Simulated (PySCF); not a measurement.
Worked example: chemical shift, span and skew from a shielding tensor

CH4F2GeO, SMILES [CH3][Ge]([OH])([F])[F]. Atoms are numbered in the order given.

```xyz
9

C      0.1466     1.9127     0.0000
Ge     0.0120     0.0069     0.0000
O      1.5869    -0.7602     0.0000
F     -0.8897    -0.5958    -1.3521
F     -0.8897    -0.5958     1.3521
H      0.6911     2.2400     0.8966
H     -0.8593     2.3540     0.0000
H      0.6911     2.2400    -0.8966
H      1.5340    -1.7263     0.0000
```
Charge 0, spin multiplicity 1.

Geometry optimised at r2SCAN-D4/def2-SVP. The structure was generated by enumeration, and PubChem lists no compound with its InChIKey, so it may never have been made. The values are those of a single conformer.

GIAO shieldings from PySCF with HF/pcSseg-1, non-relativistic, no solvent. The symmetric part of the tensor of F4 has the principal values 332.7, 378.9, 427.5 ppm. The same nucleus in CFCl3 has σ = 238.5 ppm at this level (PySCF, at its B3LYP-D3(BJ)/def2-TZVP geometry).

Problem. Work out the isotropic shielding, the ¹⁹F shift against CFCl3, the span and the skew.

Solution. 
σ(iso) = (σ11 + σ22 + σ33)/3 = 379.7 ppm. δ = σ(ref) − σ(iso) = 238.5 − (379.7) = -141.2 ppm.
Span Ω = σ33 − σ11 = 94.8 ppm. Skew κ = 3(σ(iso) − σ22)/Ω = 0.03. Tumbling in solution averages the tensor to δ; in a static solid the shielding alone would spread this spin-1/2 line over Ω.
